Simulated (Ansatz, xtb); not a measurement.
Two conformers of ClGeH7Si2

Structure a: `[SiH3][GeH2][SiH2]Cl`, a singlet. Structure b: `[SiH3][GeH2][SiH2]Cl`, a singlet. Both are isolated molecules in the gas phase, relaxed with PBE0-D3(BJ)/pcseg-1.

a (Å):

```tsv
atom	x (Å)	y (Å)	z (Å)
Cl	-2.9479	1.0389	1.5112
Ge	-0.5299	0.2142	-1.1215
Si	0.9793	-1.4963	-1.8155
Si	-1.6364	-0.4476	0.8778
H	1.9859	-1.7380	-0.7403
H	0.2216	-2.7584	-2.0619
H	1.6841	-1.0938	-3.0672
H	0.2310	1.5246	-0.8568
H	-1.5857	0.4706	-2.2106
H	-0.6591	-0.6794	1.9786
H	-2.4359	-1.6867	0.6628
```

b (Å):

| atom | x (Å) | y (Å) | z (Å) |
| --- | --- | --- | --- |
| Cl | -0.2778 | 0.4078 | 1.7356 |
| Ge | -0.1843 | -0.2117 | -1.8342 |
| Si | -1.5511 | -2.1282 | -1.4696 |
| Si | 1.0533 | 0.2818 | 0.1377 |
| H | -2.2659 | -2.4955 | -2.7269 |
| H | -2.5451 | -1.8318 | -0.3993 |
| H | -0.6879 | -3.2689 | -1.0442 |
| H | -1.0432 | 1.0114 | -2.1998 |
| H | 0.8146 | -0.4626 | -2.9807 |
| H | 1.7797 | 1.5803 | 0.0613 |
| H | 2.0201 | -0.8076 | 0.4528 |

**Question.** Estimate which is lower in electronic energy at CCSD(T)/def2-SVP + ΔMP2/def2-TZVPP, and by roughly how much.

**Answer.** Too close to call at this level: CCSD(T)/def2-SVP + ΔMP2/def2-TZVPP gives E(b) − E(a) = −0.31 kcal/mol.

How the difference moves with the method:

```
                             level             geometry  E(b) − E(a) (kcal/mol)  departure from the last row (kcal/mol)  job, with rough time for the two
               PBE0-D3(BJ)/pcseg-1  PBE0-D3(BJ)/pcseg-1                     −0.26                                   +0.05                optimisation, 81 s
                       HF/def2-SVP  PBE0-D3(BJ)/pcseg-1                     −0.50                                   −0.20           part of the CCSD(T) run
                      MP2/def2-SVP  PBE0-D3(BJ)/pcseg-1                     −0.59                                   −0.28           part of the CCSD(T) run
                  CCSD(T)/def2-SVP  PBE0-D3(BJ)/pcseg-1                     −0.56                                   −0.25                      single point
CCSD(T)/def2-SVP + ΔMP2/def2-TZVPP  PBE0-D3(BJ)/pcseg-1                     −0.31                                                        single point, 38 s
```

The largest departure from CCSD(T)/def2-SVP + ΔMP2/def2-TZVPP is that of MP2/def2-SVP, 0.28 kcal/mol. Levels run at GFN2-xTB geometries aren't shown. The last row adds to CCSD(T) the change of the MP2 difference between the two basis sets, here +0.25 kcal/mol.

With harmonic frequencies from PBE0-D3(BJ)/pcseg-1 (ideal gas, rigid rotor, one conformer each, 400 K, 1 atm): on the last row, ΔE + ΔZPE = −0.31 kcal/mol. A mode under 50 cm⁻¹ makes harmonic enthalpies and free energies unreliable, so none is given.

The correlated steps freeze 24 core orbitals; the filled d shell of Ge is correlated, in a basis made for valence electrons. Codes used: Ansatz 0.2.0; the last row on 2 threads of Intel(R) Xeon(R) Platinum 8375C CPU @ 2.90GHz (Ice Lake) on a shared host.
